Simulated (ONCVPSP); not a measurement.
**What one change does to a pseudopotential (neon (Ne), ONCV)**

* Element: Ne
* Generator: ONCVPSP 4.0.1
* Type: optimised norm-conserving Vanderbilt (ONCV)
* Functional: LDA (Perdew-Wang 92)
* Relativity: scalar-relativistic
* Frozen core: [He]
* Valence charge: 8
* Reference configuration: 2s2 2p4.5 (charge +1.5)
* Partial waves: 2s: rc 0.55 bohr, ncon 5, nbas 9, qcut 11.5 1/bohr, 2 projectors, debl 1.5 Ha; 2p: rc 1.40 bohr, ncon 4, nbas 7, qcut 8.2 1/bohr, 1 projector
* Local potential: polynomial inside 0.50 bohr (lpopt 5, dvloc0 0 Ha)
* Core correction: none

In the s channel the program set the typed energies aside and used -2.430, 0.250 Ha.

Change: s: rc 0.72.

Cutoffs: the cutoffs (Ha) at which the residual kinetic energy of the hardest occupied pseudo-wave falls to 1 and 0.1 mHa per electron; they do not see the model core or the augmentation charge, which bear on the density cutoff. Errors are all-electron minus pseudo energies relative to the spin-unpolarised reference configuration.

Task: Predict the effect on cutoff, ghosts and configuration errors.

Result: The potential gets softer (104 Ha and 635 Ha → 69 Ha and 348 Ha); the errors of the 4 common tests hardly move; neither file shows a bound ghost. A larger radius leaves more room for a smooth pseudo-wave, so fewer plane waves are needed.

| quantity | base | changed |
| --- | --- | --- |
| cutoff, loose | 104 Ha | 69 Ha |
| cutoff, tight | 635 Ha | 348 Ha |
| loose cutoff by channel | s 104 Ha, p 31 Ha | s 69 Ha, p 31 Ha |
| bound ghosts | none | none |
| GHOST(+) flags under 300 eV | none | none |
| error for 2s2 2p6, meV [ΔE -41.55 eV] | +160 | +160 |
| error for 2s2 2p5, meV [ΔE -18.89 eV] | +34 | +35 |
| error for 2s2 2p4, meV [ΔE 24.52 eV] | +54 | +54 |
| error for 2s2 2p5.5, meV [ΔE -32.58 eV] | +100 | +100 |
| p: phases at 1.42 bohr within 0.05 rad from the reference energy up to (Ha; the scan ends near 5) | 0.2 | 0.2 |
